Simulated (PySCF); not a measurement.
Simulation results for CH6AlB

Calculation on a computer-drawn molecule: the log of a Hartree-Fock and frozen-core CCSD(T) single point meant for a local Hartree-Fock minimum, with one planted fault or none, to be diagnosed. Offsets are logged minus clean, where the clean run is the same molecule without the fault. The reference is restricted for singlets and unrestricted otherwise, and also for a bond in bohr or an excited solution. Adding or removing an electron swaps singlet and doublet. The excited solution moves the top pair (singlet) or top alpha electron (doublet) to the lowest empty orbital. Highest occupied and lowest empty are orbital energies over both spins, largest force is the largest gradient component, triples share is (T) over the correlation energy, the T1 limit is 0.02 restricted and 0.045 unrestricted, electrons count all cores, a negative frequency is imaginary (commonest isotopes), and the dipole is about the centre of nuclear charge. Program: PySCF 2.14.0.

```xyz
9
formula=CH6AlB meant_charge=0 meant_multiplicity=1 meant_basis=cc-pV(D+d)Z logged_electrons=30 logged_basis_functions=81 logged_SCF_converged=yes logged_spin_squared=0.6136 logged_highest_occupied=-9.1705 logged_lowest_empty=0.78798 logged_largest_force=0.025234 logged_T1_diagnostic=0.068251 logged_D1_diagnostic=0.27398 logged_triples_share=0.033345 logged_CC_converged=yes logged_dipole_magnitude=1.9893 logged_SCF_stable_within_its_kind=yes logged_energy_HF=-307.82514 logged_energy_CCSD(T)=-308.18321 possible_faults=no_fault,one_electron_removed,one_electron_added,multiplicity_raised_by_two,geometry_at_a_saddle_point,SCF_held_on_an_excited_solution,minimal_basis_STO-3G,one_bond_length_entered_in_bohr,all_coordinates_scaled planted_fault=one_bond_length_entered_in_bohr,row_4_of_the_drawn_bonds HF_energy_offset_from_clean_run=75.2 CCSD(T)_energy_offset_from_clean_run=73.9
B     -0.2404     1.2341     1.0335
C      1.1551     1.7327     0.6172
Al     2.2292     0.2316    -0.1162
H     -1.1488     1.2008     0.2430
H     -0.6156     0.4117     3.1229
H      1.1367     2.4553    -0.2068
H      1.7616     2.0999     1.4525
H      2.1699    -0.1020    -1.6595
H      3.1932    -0.5856     0.8321
```

Units: logged_highest_occupied, logged_lowest_empty in eV; logged_largest_force in hartree/bohr; logged_dipole_magnitude in debye; logged_energy_HF, logged_energy_CCSD(T) in hartree; HF_energy_offset_from_clean_run, CCSD(T)_energy_offset_from_clean_run in kcal/mol.

Drawn bonds:
```tsv
atom	other atom	order
1	2	1
2	3	1
1	4	1
1	5	1
2	6	1
2	7	1
3	8	1
3	9	1
```

Notes: T1 above single-reference limit.
